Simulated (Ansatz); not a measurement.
System: H3SiO, charge 0, doublet. H3SiO (SMILES [O][SiH3], doublet).
B3LYP-D3(BJ)/def2-TZVP minimum from Ansatz (a program for electronic structure):
```xyz
5

O      1.1629    -0.2024    -0.0914
Si    -0.4678     0.0693     0.0351
H     -1.0706    -0.6117     1.2040
H     -1.2030    -0.2867    -1.2002
H     -0.4806     1.5469     0.2355
```
Charge 0, spin multiplicity 2.

Total energies in cc-pV(D+d)Z, 13 correlated electrons, 6 frozen orbitals. UHF or UKS for unpaired electrons; spin-orbit terms are left out. Correlated methods leave the cores frozen. No relativity.

```tsv
method	program	energy (Eh)	minus CCSDT(Q) (mEh)
HF	Ansatz	-365.52340	286.50
MP2	Ansatz	-365.76694	42.96
CCSD	Ansatz	-365.80333	6.57
CCSD(T)	Ansatz	-365.80851	1.39
CCSDT(Q)	Ansatz	-365.80990	0.00
```

Rough core times of Ansatz's runs on a shared machine: CCSD(T) under 20 s, CCSDT(Q) 50 s.
